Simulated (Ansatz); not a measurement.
Coupled-cluster run, C2H5AlCl2, SMILES `[AlH2][CH2]C(Cl)Cl`.

```yaml
crystal:
  periodic: [false, false, false]
  atoms:
    - {symbol: Al, position_ang: [-0.055488, 0.741918, 1.386390]}
    - {symbol: C, position_ang: [0.364530, -0.777481, 0.152954]}
    - {symbol: C, position_ang: [0.005022, -0.137541, -1.141798]}
    - {symbol: Cl, position_ang: [-0.529322, -1.196951, -2.453982]}
    - {symbol: Cl, position_ang: [-1.360909, 1.062758, -0.762000]}
    - {symbol: H, position_ang: [0.926700, 1.989453, 1.359422]}
    - {symbol: H, position_ang: [-1.120255, 0.531456, 2.540575]}
    - {symbol: H, position_ang: [1.385719, -1.160635, 0.108919]}
    - {symbol: H, position_ang: [-0.315102, -1.606798, 0.363158]}
    - {symbol: H, position_ang: [0.782104, 0.502820, -1.550638]}
basis:
  gaussian: {orbitals: def2-TZVPP}
correlation: {method: ccsd_t}
```

```sh
$ ansatz run in.yaml --threads 4 --pin off --events-out ev --progress --plain --max-ram 10444MiB
```

Log, shortened:

```
Functional definition: HF
1512 factors; integrals over basis functions are off by at most 1.7e-3 eV
mean field evaluation 1: about -33728.4428 eV, gradient 3.0e1 eV
mean field evaluation 2: about -33728.7275 eV, gradient 3.0e1 eV
mean field evaluation 4: about -33731.3834 eV, gradient 3.4e0 eV
mean field evaluation 8: about -33731.4379 eV, gradient 3.2e-1 eV
mean field -33731.43855661 eV, -1239.6075029652 hartree, gradient 5.2e-6 eV, S^2 0.000000; 0 other end points of the search recorded, 0 dependent functions left out
17 core orbitals not correlated: weight in the atoms' cores, before any rotation towards them, 1.000 or more for the frozen orbitals, at most 0.000 for the correlated occupied ones
reference -33731.43855661 eV, -1239.6075029652 hartree; 15, 15 occupied and 226, 226 virtual orbitals, 1512 factors
second order -22.08537495 eV of doubles, -0.00000000 eV of singles
cycle   1  -22.97923590 eV  change   -8.9e-1 eV  update   1.0e-1
cycle   2  -23.57077515 eV  change   -5.9e-1 eV  update   3.0e-2
cycle   3  -23.68126678 eV  change   -1.1e-1 eV  update   1.4e-2
cycle   4  -23.67344043 eV  change    7.8e-3 eV  update   3.1e-3
cycle   5  -23.67273799 eV  change    7.0e-4 eV  update   1.3e-3
cycle   6  -23.67270670 eV  change    3.1e-5 eV  update   3.8e-4
cycle   7  -23.67259785 eV  change    1.1e-4 eV  update   1.7e-4
cycle   8  -23.67259047 eV  change    7.4e-6 eV  update   5.5e-5
cycle   9  -23.67260273 eV  change   -1.2e-5 eV  update   2.2e-5
perturbative correction -1.04774134 eV, -0.0385037839 hartree
Total energy: -33756.15890068 eV, -1240.5159588537 hartree
```

It took 2.5 min on 4 threads of an Arm Neoverse V1 on a shared host, with 5.5 GiB of host memory at the peak.

The correlation energy is -24.720 eV, 4.2 % of it from (T); the T1 diagnostic reads 0.0103.
